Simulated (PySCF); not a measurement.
## Relaxation of singlet ZrSI₂

These are results of B3LYP in PySCF with Zr def2-SVP with ECP28, S def2-SVP, I def2-SVP with ECP28; scalar-relativistic core potentials, no spin–orbit coupling; density-fitted integrals, not measurements. A (50,194) grid was used.

A start displaced from a saddle point along its imaginary mode, of Cs symmetry, held to at least that symmetry:

```xyz
4
charge 0 multiplicity 1, angstrom
Zr   -0.3103   -0.5374   -0.2500
S    -1.4107   -2.4434    0.2475
I     2.4281   -0.7377    0.0574
I    -1.8529    1.7340    0.0574
```

(1) What does it relax to?

(2) How much energy is released, and in how many steps?

Answers

(1) It ends at Cs with Zr–I 2.738 Å (×2), Zr–S 2.200 Å; I–Zr–I 121.1°, I–Zr–S 113.5° (×2) (after a last refinement on a finer grid). The frequency run here used a shortcut that can spoil soft modes, so no verdict on minimum or saddle point is given. Other isomers or separated fragments may lie lower.

(2) 5.0 kJ/mol in 9 steps.

The relaxation took about 2 core-minutes on a shared host.
